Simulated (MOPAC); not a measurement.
Job for MOPAC: PM7 on H6MoO2 (SMILES [OH][MoH4][OH]), 2S+1 = 5, a spin state set in the input, which need not be the lowest.

```
PM7 1SCF PRECISE CHARGE=0 UHF MS=2 THREADS=1
H6MoO2

Mo     0.98421016 1     0.41944714 1     0.23562573 1
O      0.65408243 1     2.29324534 1     0.09634375 1
H      0.46005053 1     2.86552972 1     0.84768622 1
O      0.02832245 1    -1.22862636 1     0.37987976 1
H     -0.31845078 1    -1.57498365 1     1.21032497 1
H     -1.63839086 1    -1.81620679 1    -1.43197502 1
H      0.70663571 1     0.32588410 1    -1.62188391 1
H      1.16906185 1     0.53387414 1     2.00237028 1
H     -2.15066304 1    -1.95194227 1    -1.95737984 1
```

Program output:

```
*******************************************************************************
 **                                                                           **
 **                              MOPAC v23.2.5                                **
 **                                                                           **
 *******************************************************************************
 ** MOPAC's Digital Object Identifier: https://doi.org/10.5281/zenodo.6511958 **
 **                                                                           **
 ** Please cite the open-source release paper for use of this MOPAC version:  **
 ** J. E. Moussa and J. J. P. Stewart (2026)                                  **
 ** MOPAC: An open-source semiempirical molecular orbital program             **
 ** J. Open Source Softw., 11(119), 8025, https://doi.org/10.21105/joss.08025 **
 *******************************************************************************

                              PM7 CALCULATION RESULTS

 *******************************************************************************
 *  PM7        - The PM7 Hamiltonian to be used
 *  UHF        - UNRESTRICTED HARTREE-FOCK CALCULATION
 *
 *
 *
 *                 CHARGE ON SYSTEM = 0
 *
 *
 *
 *  MS=        - IN MECI, MAGNETIC COMPONENT OF SPIN =  2.0
 *  PRECISE    - TIGHTER CRITERIA TO BE USED
 *  1SCF       - DO 1 SCF AND THEN STOP
 *  THREADS=1  - MULTI-THREADING NOT USED
 *  T=         - A TIME OF 172800.0 SECONDS REQUESTED
 *  DUMP=N     - RESTART FILE WRITTEN EVERY 7200.0 SECONDS REQUESTED
 *******************************************************************************
PM7 1SCF PRECISE CHARGE=0 UHF MS=2 THREADS=1
 H6MoO2

   ATOM   CHEMICAL          X               Y               Z
  NUMBER   SYMBOL      (ANGSTROMS)     (ANGSTROMS)     (ANGSTROMS)

     1      Mo          0.98421016  *   0.41944714  *   0.23562573  *
     2       O          0.65408243  *   2.29324534  *   0.09634375  *
     3       H          0.46005053  *   2.86552972  *   0.84768622  *
     4       O          0.02832245  *  -1.22862636  *   0.37987976  *
     5       H         -0.31845078  *  -1.57498365  *   1.21032497  *
     6       H         -1.63839086  *  -1.81620679  *  -1.43197502  *
     7       H          0.70663571  *   0.32588410  *  -1.62188391  *
     8       H          1.16906185  *   0.53387414  *   2.00237028  *
     9       H         -2.15066304  *  -1.95194227  *  -1.95737984  *



          CARTESIAN COORDINATES

    NO.       ATOM           X           Y           Z

     1        Mo          0.9842      0.4194      0.2356
     2         O          0.6541      2.2932      0.0963
     3         H          0.4601      2.8655      0.8477
     4         O          0.0283     -1.2286      0.3799
     5         H         -0.3185     -1.5750      1.2103
     6         H         -1.6384     -1.8162     -1.4320
     7         H          0.7066      0.3259     -1.6219
     8         H          1.1691      0.5339      2.0024
     9         H         -2.1507     -1.9519     -1.9574

 General Reference for PM7:
 "Optimization of Parameters for Semiempirical Methods VI: More Modifications to the
 NDDO Approximations and Re-optimization of Parameters", J. J. P. Stewart, J. Mol. Mod., 1:32, 19 (2013)
 https://link.springer.com/article/10.1007/s00894-012-1667-x

           Empirical Formula: H6 O2 Mo  =     9 atoms



      MOLECULAR POINT GROUP   :   C1


          UHF CALCULATION, NO. OF ALPHA ELECTRONS =   14
                           NO. OF BETA  ELECTRONS =   10

 -------------------------------------------------------------------------------
 PM7 1SCF PRECISE CHARGE=0 UHF MS=2 THREADS=1
 H6MoO2



     1SCF WAS SPECIFIED, SO BFGS WAS NOT USED
     SCF FIELD WAS ACHIEVED


                              PM7 CALCULATION
                                                       MOPAC v23.2.5 Linux




          FINAL HEAT OF FORMATION =        -11.28452 KCAL/MOL =     -47.21442 KJ/MOL


          COSMO AREA              =        124.04 SQUARE ANGSTROMS
          COSMO VOLUME            =        107.51 CUBIC ANGSTROMS

          IONIZATION POTENTIAL    =          7.989878 EV
          ALPHA SOMO LUMO (EV)    =         -7.990  1.473
          BETA  SOMO LUMO (EV)    =        -11.002  0.880
          NO. OF ALPHA ELECTRONS  =         14
          NO. OF BETA  ELECTRONS  =         10
          MOLECULAR WEIGHT        =        133.9862         POINT GROUP:  C1

          MOLECULAR DIMENSIONS (Angstroms)

            Atom       Atom       Distance
            H     9    H     3     6.15567
            H     7    H     5     3.50519
            H     3    H     8     1.73201


          SCF CALCULATIONS        =          1





   ATOM   CHEMICAL          X               Y               Z
  NUMBER   SYMBOL      (ANGSTROMS)     (ANGSTROMS)     (ANGSTROMS)

     1      Mo          0.98421016  *   0.41944714  *   0.23562573  *
     2       O          0.65408243  *   2.29324534  *   0.09634375  *
     3       H          0.46005053  *   2.86552972  *   0.84768622  *
     4       O          0.02832245  *  -1.22862636  *   0.37987976  *
     5       H         -0.31845078  *  -1.57498365  *   1.21032497  *
     6       H         -1.63839086  *  -1.81620679  *  -1.43197502  *
     7       H          0.70663571  *   0.32588410  *  -1.62188391  *
     8       H          1.16906185  *   0.53387414  *   2.00237028  *
     9       H         -2.15066304  *  -1.95194227  *  -1.95737984  *

                             CARTESIAN COORDINATES

   1   Mo        0.984210160     0.419447140     0.235625730
   2    O        0.654082430     2.293245340     0.096343750
   3    H        0.460050530     2.865529720     0.847686220
   4    O        0.028322450    -1.228626360     0.379879760
   5    H       -0.318450780    -1.574983650     1.210324970
   6    H       -1.638390860    -1.816206790    -1.431975020
   7    H        0.706635710     0.325884100    -1.621883910
   8    H        1.169061850     0.533874140     2.002370280
   9    H       -2.150663040    -1.951942270    -1.957379840


           Empirical Formula: H6 O2 Mo  =     9 atoms



      MOLECULAR POINT GROUP   :   C1


          ALPHA EIGENVALUES
 -28.59990 -27.58769 -17.70985 -17.55639 -15.39142 -14.58295 -14.28260 -13.92439
 -12.55482 -11.72618 -10.74616  -9.28911  -8.47151  -7.98988   1.47325   2.76021
   4.44939   5.77491   6.65127   7.81569  84.96191  86.04143  86.25744


           BETA EIGENVALUES
 -28.33499 -27.31302 -17.18049 -16.64715 -14.51935 -13.68254 -12.88665 -12.55625
 -11.91844 -11.00184   0.88048   1.20068   1.72163   1.78534   2.59001   4.46380
   5.45059   6.13961   7.67691   7.81902  87.61125  88.06270  88.78595


              NET ATOMIC CHARGES AND DIPOLE CONTRIBUTIONS

  ATOM NO.   TYPE          CHARGE      No. of ELECS.   s-Pop       p-Pop       d-Pop
    1         Mo           0.883925        5.1161     0.42696     0.01005     4.67907
    2          O          -0.784016        6.7840     1.78137     5.00264
    3          H           0.351065        0.6489     0.64893
    4          O          -0.786757        6.7868     1.78263     5.00412
    5          H           0.350611        0.6494     0.64939
    6          H           0.021964        0.9780     0.97804
    7          H           0.027760        0.9722     0.97224
    8          H          -0.042735        1.0427     1.04273
    9          H          -0.021817        1.0218     1.02182
 DIPOLE           X         Y         Z       TOTAL
 POINT-CHG.     1.755    -0.086     2.096     2.735
 HYBRID         0.006     0.025     0.339     0.340
 SUM            1.761    -0.060     2.435     3.006


          ATOMIC ORBITAL ELECTRON POPULATIONS

     Atom    s        px        py        pz      x^2-y^2     xz        z^2       yz        xy
    1 Mo   0.42696   0.00176   0.00708   0.00121   0.90254   1.02051   1.06042   1.12664   0.56895
    2  O   1.78137   1.82632   1.61297   1.56336
    3  H   0.64893
    4  O   1.78263   1.80190   1.69390   1.50832
    5  H   0.64939
    6  H   0.97804
    7  H   0.97224
    8  H   1.04273
    9  H   1.02182


                    (SZ)    =    2.000000
                    (S**2)  =    6.058951


          ATOMIC ORBITAL SPIN POPULATIONS

    Atom   Total    s     px     py     pz   x^2-y^2  xz     z^2    yz     xy
         Atomic
    1 Mo  2.5461  0.289  0.000  0.000  0.000  0.495  0.906 -0.103  0.822  0.137
    2  O  0.0643  0.010  0.030 -0.019  0.044
    3  H  0.0413  0.041
    4  O  0.0626  0.010  0.038 -0.027  0.042
    5  H  0.0409  0.041
    6  H -0.0001 -0.000
    7  H  0.7123  0.712
    8  H  0.5324  0.532
    9  H  0.0003  0.000

 **********************
 *                    *
 * JOB ENDED NORMALLY *
 *                    *
 **********************




 == MOPAC DONE ==
```

The run finished.

Cost: about 0.020 core-seconds (a rough figure).
